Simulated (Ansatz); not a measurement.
`Cl[SiH2][SiH](Cl)Cl` + `SS` → `SS[SiH2]Cl` + dichlorosilane at 500 K and 1 bar (cleavage of the Si–Si bond).

Isolated molecules relaxed with PBE0-D4/def2-TZVP in Ansatz; ΔE leaves out vibrations. CCSD(T)/CBS adds triple-zeta CCSD(T) − MP2 to the extrapolated MP2 energy (def2 sets, frozen cores). This one scheme is used for every species. One conformer a species, not always the lowest.

```csv
species,CCSD(T)/CBS energy (Eh),H − E (kJ/mol),S (J/(mol·K))
`Cl[SiH2][SiH](Cl)Cl`,-1959.44429,131.7,455.4
`SS`,-796.74576,70.8,278.5
`SS[SiH2]Cl`,-1546.28414,120.7,399.6
`Cl[SiH2]Cl`,-1209.93203,81.5,323.4
```

H − E and S are ideal-gas, rigid-rotor, harmonic terms from PBE0-D4/def2-TZVP, for one conformer and one mirror image of each species. 1 Eh = 2625.50 kJ/mol, R = 8.31446 J/(mol·K).

By hand: ΔE, ΔH, ΔS and ΔG.

ΔE = (-1546.28414) + (-1209.93203) − (-1959.44429) − (-796.74576) = -0.02612 Eh = -68.6 kJ/mol. Δ(H − E) = 120.7 + 81.5 − 131.7 − 70.8 = -0.3, so ΔH = -68.9 kJ/mol. ΔS = 399.6 + 323.4 − 455.4 − 278.5 = -10.9 J/(mol·K). ΔG = -68.9 − 500 × (-10.9)/1000 = -63.5 kJ/mol.

By hand: the equilibrium constant, and the temperature at which ΔG would vanish if ΔH and ΔS stayed fixed.

log₁₀ K = −ΔG/(RT ln 10) = 6.6. ΔG = 0 at ΔH/ΔS = 6321 K, far beyond where these terms or the molecules hold.

The number of gas molecules stays the same, so ΔS is small and ΔH decides. A doubt of 5 kJ/mol in ΔE shifts log₁₀ K by 0.5 here. Other conformers and mirror images would add mixing entropy, several J/(mol·K) or more a flexible species. Modes under 60 cm⁻¹, often nearly free rotors, make the harmonic entropy too high. These are equilibria of isolated gas molecules and say nothing of rates. Largest T1 diagnostic: 0.011 (customary marks: 0.02 for closed shells, 0.045 for open ones).
